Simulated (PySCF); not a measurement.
**Calculated NMR data**

- B3LYP/pcJ-1 coupling constants (spin–dipole term left out of most H,H and C,H couplings)
- PBE0/pcSseg-1 with gauge-including orbitals
- PBE0-D3(BJ)/def2-SVP geometry
- program: PySCF
- non-relativistic, one averaged value for each set of equivalent atoms, one conformer, no solvent

Chemical shifts δ = σref − σ; 1H (31.27 ppm) and 13C (184.41 ppm) against TMS, all at this level. Multiplet labels drop J under 1 Hz and among equivalent protons, and merge close values. Unscaled 3J(H,H) run several per cent high. Vicinal couplings that depend on rotamer populations or ring flexing (ring, CH–CH, X–H and H–F types) are those of the one conformer. One-bond C–F couplings are unscaled and too large by tens of Hz. Shifts are as computed. Against solution values, carbons near 30 ppm lie about +2 ppm off and those near 130 ppm about +5 ppm. Of 1211 compounds with measured shifts, 218 miss one by over three times the rms of a fit or turn the order of signals round; such compounds aren't used in these exercises.

Compound 1 (C4H7F). 1H NMR (500 MHz, computed): δ 5.93 (m, 1H), 5.72 (m, 1H), 5.02 (m, 2H), 1.74 (m, 3H). 13C{1H} NMR (computed): δ 135.4 (d, J = 19.7 Hz), 135.2 (d, J = 9.8 Hz), 78.8 (d, J = 229.0 Hz), 15.7. Structure: `C/C=C\CF`.

Compound 2 (C4H7F). 1H NMR (500 MHz, computed): δ 5.92 (m, 1H), 5.84 (m, 1H), 5.50 (m, 1H), 5.02 (m, 1H), 1.31 (dd, J = 23.4, 7.4 Hz, 3H). 13C{1H} NMR (computed): δ 147.1 (d, J = 15.3 Hz), 120.6 (d, J = 15.5 Hz), 89.4 (d, J = 232.8 Hz), 23.2 (d, J = 22.5 Hz). Structure: CH2=CHCHFCH3.

Compound 3 (C5H8O2). 1H NMR (500 MHz, computed): δ 3.78 (m, 4H), 2.16 (m, 4H). 13C{1H} NMR (computed): δ 207.9 (C), 69.8 (CH2), 45.5 (CH2). Structure: tetrahydropyran-4-one.
